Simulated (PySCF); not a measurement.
PySCF input file for Ga(F) cation (FGa), SMILES [F][Ga] (connectivity only; charge and spin as stated), charge +1, multiplicity 2, PBE-D3(BJ)/def2-TZVPD. The structure is a stationary point at PBE-D3(BJ)/def2-TZVPD. The spin state was assumed, not searched.

```python
import numpy as np
from pyscf import gto, scf, dft, df
from pyscf.hessian import thermo

mol = gto.M(
    atom='''
    Ga    0.00000000    0.00000000   -0.39004636
    F     0.00000000    0.00000000    1.34349300
    ''',
    basis='def2-TZVPD',
    charge=1,
    spin=1,
    max_memory=1600,
    verbose=3,
)
mf = dft.UKS(mol, xc='pbe').density_fit(auxbasis='def2-universal-jkfit')
mf.disp = 'd3bj'
mf.grids.level = 3
mf.conv_tol = 1e-11
mf.max_cycle = 100
mf.kernel()
fine, coarse = mf.grids, dft.Grids(mol).set(level=1).build(with_non0tab=True)
for _ in range(3):  # follow internal instabilities
    mf.grids = coarse
    mo, _, stable, _ = mf.stability(return_status=True, nroots=4)
    mf.grids = fine
    if stable:
        break
    mf.kernel(mf.make_rdm1(mo, mf.mo_occ))

# [left out here: the lines that compute and print the analytic Hessian (its translational invariance restored by hand, since the grid's response is missing), thermochemistry and intensities]
```

Log of the run:

```

WARN: HOMO -0.248776721648468 >= LUMO -0.248776721648476

converged SCF energy = -2024.0351319828  <S^2> = 0.75191631  2S+1 = 2.0019154
<class 'pyscf.df.df_jk.DFUKS'> wavefunction is stable in the internal stability analysis

WARN: DFTD3 does not support analytical Hessian, using finite difference


WARN: Mole.unit (angstrom) is changed to Bohr

Mode                                 0
Irrep
Freq [cm^-1]                      662.3414
Reduced mass [au]                  22.5043
Force const [Dyne/A]                5.8167
Char temp [K]                     952.9618
Normal mode                   x     y     z
       0  Ga                 0.00  0.00 -0.06
       1   F                 0.00  0.00  0.20
temperature 298.1500 [K]
pressure 101325.00 [Pa]
Rotational constants [GHz] inf 11.26380 11.26380
Symmetry number 1
Zero-point energy (ZPE) 0.00151 [Eh]   3961.681 [J/mol]
                           tot       elec      trans        rot        vib
Entropy [J/mol/K]       232.733      5.763    164.688     60.801      1.481
Cv [J/mol/K]             24.564      0.000     12.472      8.314      3.778
Cp [J/mol/K]             32.879      0.000     20.786      8.314      3.778
Internal energy [J/mol]                      3718.434   2478.956   4299.699
Internal energy [Eh]   -2024.03113  -2024.03513
Enthalpy [J/mol]                             6197.391   2478.956   4299.699
Enthalpy [Eh]          -2024.03019
Gibbs free energy [J/mol]                  -42904.218 -15648.942   3858.121
Gibbs free energy [Eh] -2024.05662
mode   freq/cm-1   IR/(km/mol)
   1      662.34        20.308
max |gradient| / (hartree/bohr): 1.5133551024335632e-05
APT charges: [ 1.2412 -0.2412]
```

Self-consistency was reached.
